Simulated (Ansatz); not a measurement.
`CO[SiH2][SiH2]Cl` + HBr → `CO[SiH2]Br` + `[SiH3]Cl` at 600 K and 1 bar (cleavage of the Si–Si bond).

Computed with Ansatz on PBE0-D4/def2-TZVP structures; ΔE is electronic, products minus reactants. CBS: MP2 limit from def2 TZ/QZ plus the TZ coupled-cluster correction, frozen cores. This one scheme is used for every species. For Br outer-core shells are correlated without core-valence functions, which leaves a few kJ/mol of doubt a bond. Scalar relativity is left out up to krypton. One conformer a species, not always the lowest.

```csv
species,CCSD(T)/CBS energy (Eh),H − E (kJ/mol),S (J/(mol·K))
`CO[SiH2][SiH2]Cl`,-1155.44170,278.7,504.6
HBr,-2573.91920,33.5,219.1
`CO[SiH2]Br`,-2978.70869,212.7,417.4
`[SiH3]Cl`,-750.69636,99.4,294.6
```

H − E and S are ideal-gas, rigid-rotor, harmonic terms from PBE0-D4/def2-TZVP, for one conformer and one mirror image of each species. 1 Eh = 2625.50 kJ/mol, R = 8.31446 J/(mol·K).

Question: By hand: ΔE, ΔH, ΔS and ΔG.

Answer: ΔE = (-2978.70869) + (-750.69636) − (-1155.44170) − (-2573.91920) = -0.04415 Eh = -115.9 kJ/mol. Δ(H − E) = 212.7 + 99.4 − 278.7 − 33.5 = -0.1, so ΔH = -116.0 kJ/mol. ΔS = 417.4 + 294.6 − 504.6 − 219.1 = -11.7 J/(mol·K). ΔG = -116.0 − 600 × (-11.7)/1000 = -109.0 kJ/mol.

Question: By hand: the equilibrium constant, and the temperature at which ΔG would vanish if ΔH and ΔS stayed fixed.

Answer: log₁₀ K = −ΔG/(RT ln 10) = 9.5. ΔG = 0 at ΔH/ΔS = 9915 K, far beyond where these terms or the molecules hold.

The number of gas molecules stays the same, so ΔS is small and ΔH decides. A doubt of 5 kJ/mol in ΔE shifts log₁₀ K by 0.4 here. Other conformers and mirror images would add mixing entropy, several J/(mol·K) or more a flexible species. Modes under 60 cm⁻¹, often nearly free rotors, make the harmonic entropy too high. These are equilibria of isolated gas molecules and say nothing of rates. Largest T1 diagnostic: 0.011 (customary marks: 0.02 for closed shells, 0.045 for open ones).
